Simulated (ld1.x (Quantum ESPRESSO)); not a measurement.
Configuration tests for hafnium (TM)

| Item | Value |
| --- | --- |
| Element | Hf |
| Generator | ld1.x (Quantum ESPRESSO) 7.5 |
| Type | norm-conserving Troullier–Martins (Kleinman–Bylander form) |
| Functional | PBE |
| Relativity | fully relativistic |
| Frozen core | [Kr] 4d10 4f14 |
| Valence charge | 12 |
| Reference configuration | 5s2 5p6 5d2 6s2 6p0 |
| Partial waves | 5s (bound): rc 1.60 bohr; 5p (bound): rc 1.30 bohr; 5d (bound): rc 2.60 bohr |
| Local potential | the d channel |
| Core correction | none |

Open shells are filled in proportion to 2j + 1 (rel_dist='average').

Occupied shells without a wave of their own: 6s. They enter only through the test configuration that unscreens the potential.

Energies are relative to the spin-unpolarised reference configuration 5s2 5p6 5d2 6s2 6p0; without spin polarisation the order of configurations can differ from experiment. Not all tests gave a result: 1 of 7 tests not solved or not reliable. The d channel is local and has no spin–orbit splitting in the pseudo-atom.

| valence configuration | charge | ΔE all-electron (eV) | error AE − PS (meV) |
| --- | --- | --- | --- |
| 5s2 5p6 5d2 6s0 6p0 | +2 | 22.160 | +1829 |
| 5s2 5p6 5d1 6s0 6p0 | +3 | 43.943 | +2498 |
| 5s2 5p6 5d3 6s0 6p0 | +1 | 9.991 | +1281 |
| 5s2 5p6 5d0 6s0 6p0 | +4 | 76.771 | +3219 |

**Question.** What are ΔE and the potential's error for 5s2 5p6 5d2 6s1.5 6p0?

**Answer.** ΔE = 3.256 eV all-electron; the error (AE − PS) is +323 meV.

**Question.** What are ΔE and the potential's error for 5s2 5p6 5d2 6s1 6p0?

**Answer.** ΔE = 7.980 eV all-electron; the error (AE − PS) is +727 meV.

Levels in the configuration 5s2 5p6 5d3 6s0 6p0:

```csv
level,all-electron (eV),pseudo (eV)
5s j=1/2,-71.747,-70.995
5p j=1/2,-46.126,-45.411
5p j=3/2,-38.441,-37.763
5d j=3/2,-8.243,-7.508
5d j=5/2,-7.782,-7.508
```

The 6s level has no wave, so the channel is fitted at the deeper level alone: the likely source of the large errors.

Note: ghost states, extra bound levels that the all-electron valence spectrum of the same l lacks: s at -1204.7 eV, p3/2 at -101.6 eV. A true bound ghost makes a file unfit for plane-wave use. The potential misses its own reference levels by up to 0.6 eV.
